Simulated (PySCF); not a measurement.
C₄H₄F₂O₄S.
Z-matrix (Å and degrees, PBE0-D3(BJ)/def2-SVP geometry), rows numbered from 1:
```
O 
S   1  1.4305
O   2  1.4386  1  122.20
O   2  1.6536  1  110.57  3   126.98
C   4  1.3900  2  112.58  1   112.91
F   5  1.3515  4  109.80  2   -98.78
C   5  1.5395  4  106.17  2    20.02
C   7  1.4918  5  113.82  4    86.21
C   8  1.3294  7  123.04  5   111.95
F   9  1.3272  8  122.29  7    -0.57
O   7  1.4314  5  103.32  4   -34.90
H   5  1.0996  4  108.28  2   142.21
H   7  1.0973  5  108.89  4  -148.17
H   8  1.0929  7  118.23  5   -68.61
H   9  1.0934  8  124.67  7   179.53
```

Computed with PBE0-D3(BJ)/def2-SVP geometry optimisation, gas phase (PySCF).

Masses are those of the commonest isotopes; rigid-rotor values at the optimised geometry. The values belong to one conformer with, in the numbering `[O:1]=[S:2]1(=[O:3])[O:4][C@@H:5]([F:6])[C@H:7](/[CH:8]=[CH:9]\[F:10])[O:11]1`, C5–C7–C8–C9 112°, O1–S2–O4–C5 113°, S2–O4–C5–F6 -99°, O4–C5–C7–C8 86°, C5–C7–O11–S2 37°.

Q: What are A, B and C (GHz)?

A: Ia = 286.88, Ib = 734.44, Ic = 889.41 u·Å²; 505379 MHz·u·Å²/I gives 1762, 688.1 and 568.2 MHz, that is A = 1.7616, B = 0.6881, C = 0.5682 GHz.

Q: Classify the top.

A: An asymmetric top. Ray's parameter κ = (2B − A − C)/(A − C) = -0.799; −1 is the prolate and +1 the oblate limit.

Q: Is it planar, by Δ = Ic − Ia − Ib?

A: Not planar: Δ = Ic − Ia − Ib = -131.91 u·Å². For a rigid frame Δ = −2 Σ m c², so Σ m c² = 65.96 u·Å² lies off the ab plane: 5.04 from hydrogen and 60.91 from heavier atoms. The atom farthest from that plane is 1.54 Å away.

Q: Give the other two planar moments, Paa and Pbb, and the rms extents of the mass along the axes.

A: Paa = Σ m a² = (Ib + Ic − Ia)/2 = 668.48 and Pbb = Σ m b² = (Ia + Ic − Ib)/2 = 220.93 u·Å². With the mass M = 185.98 u, the rms extents √(P/M) along a, b and c are 1.90, 1.09, 0.60 Å.

Q: List the rotational levels J(Ka,Kc) to J = 3 (MHz).

A: Above 0(0,0):
J = 1: 1(0,1) 1256, 1(1,1) 2330, 1(1,0) 2450
J = 2: 2(0,2) 3760, 2(1,2) 4723, 2(1,1) 5082, 2(2,1) 8303, 2(2,0) 8312
J = 3: 3(0,3) 7491, 3(1,3) 8306, 3(1,2) 9025, 3(2,2) 12072, 3(2,1) 12119, 3(3,1) 17745, 3(3,0) 17745

Q: Which types of transition are allowed, and where do some lines up to J = 2 fall?

A: The dipole components are |μa| = 4.42 D, |μb| = 0.14 D, |μc| = 1.51 D. The squared components, which scale the intensities, stand as 1.00 : 0.00 : 0.12 (a : b : c). Some lines, for components of 0.1 D or more:

| type | branch | J(Ka,Kc) | MHz | lower level (cm⁻¹) |
| --- | --- | --- | --- | --- |
| c | Q | 2(1,2) ← 2(0,2) | 963 | 0.125 |
| a | R | 1(0,1) ← 0(0,0) | 1256 | 0.000 |
| b | Q | 2(1,1) ← 2(0,2) | 1323 | 0.125 |
| b | R | 1(1,1) ← 0(0,0) | 2330 | 0.000 |
| a | R | 2(0,2) ← 1(0,1) | 2503 | 0.042 |
| a | R | 2(1,1) ← 1(1,0) | 2633 | 0.082 |
| c | Q | 2(2,1) ← 2(1,1) | 3221 | 0.170 |
| b | Q | 2(2,0) ← 2(1,1) | 3230 | 0.170 |
| b | Q | 2(2,1) ← 2(1,2) | 3580 | 0.158 |
| c | R | 2(1,1) ← 1(0,1) | 3826 | 0.042 |
| c | R | 2(2,0) ← 1(1,0) | 5863 | 0.082 |
| c | R | 2(2,1) ← 1(1,1) | 5973 | 0.078 |
| b | R | 2(2,0) ← 1(1,1) | 5982 | 0.078 |

Q: Estimate the classical rotational partition function at 10 K, 50 K and 100 K.

A: Point group C1, symmetry number σ = 1; q = (√π/σ)·√((kT/h)³/(ABC)), k/h = 20836.6 MHz/K: 6420 at 10 K, 71800 at 50 K, 203000 at 100 K.

No frequency check. These are rigid-rotor constants of the computed structure; measured ground-state constants (B0) also hold zero-point vibration.
